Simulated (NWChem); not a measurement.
Molecule: iodine monochloride (ICl); SMILES ClI

Computed with NWChem. Structure relaxed at the PBE-D3(BJ)/def2-SVP level. def2 effective core potentials on I; no spin-orbit coupling. Vertical excitations in the gas phase; the lowest state need not have the same character in each row.

For level LDA (Slater exchange, VWN5)/def2-SVPD, TDA:

```
Property                         Value
-------------------------------  -----
lowest excitation, singlet (eV)   2.25
orbital gap (eV)                  1.77
```

### Question
Estimate the same quantities for level Hartree-Fock/def2-SVPD, CIS.

### Answer
* **lowest excitation, singlet (eV)**: 2.91
* **orbital gap (eV)**: 10.04
